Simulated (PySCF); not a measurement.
## A survey of $^{31}$P NMR shifts

Method: geometry from GFN2-xTB, σ from GIAO-PBE0/pcSseg-1, in PySCF 2.14.0 with density-fitted response routines (single conformer, no relativistic terms, rapidly exchanging positions averaged, gas phase).

Shieldings were converted by a linear fit to measured shifts: $^{31}$P: δ = 270.09 − 0.828σ (rms 18.1 ppm, 64 shifts vs H3PO4, solution or neat liquid). A few per cent of atoms miss by over 2 rms, more outside the fitted compound classes.

**Question.** Give the $^{31}$P shifts of `C/C=C/[P@](C)(=N)C(F)(F)F`.

**Answer.** 
| compound | environment | δ (ppm) |
| --- | --- | --- |
| C/C=C/[P@](C)(=N)C(F)(F)F | phosphorus bonded to 3 C, N | -5.9 |

**Question.** Order these by $^{31}$P shift, lowest first.
A. CC1=C[P@](=S)(CO)C=C1[SiH3]
B. Cn1cpc(C2CC2)c1C#N
C. CC(=O)c1[nH]ncp1
D. F[C@@H]1C[P@@H](=S)[C@@H]1C(F)(F)F
E. CN=P(C)(C)C
F. CN(C)C/P=C\C(F)(F)F

**Answer.** E (-20.2 ppm, phosphorus bonded to 3 C, N), D (3.1 ppm, phosphorus bonded to 2 C, S, H, in a 4-membered ring), A (48.6 ppm, phosphorus bonded to 3 C, S, in a 5-membered ring), B (91.9 ppm, phosphorus bonded to 2 C, in a 5-membered ring), C (116.9 ppm, phosphorus bonded to 2 C, in a 5-membered ring), F (382.3 ppm, phosphorus bonded to 2 C).
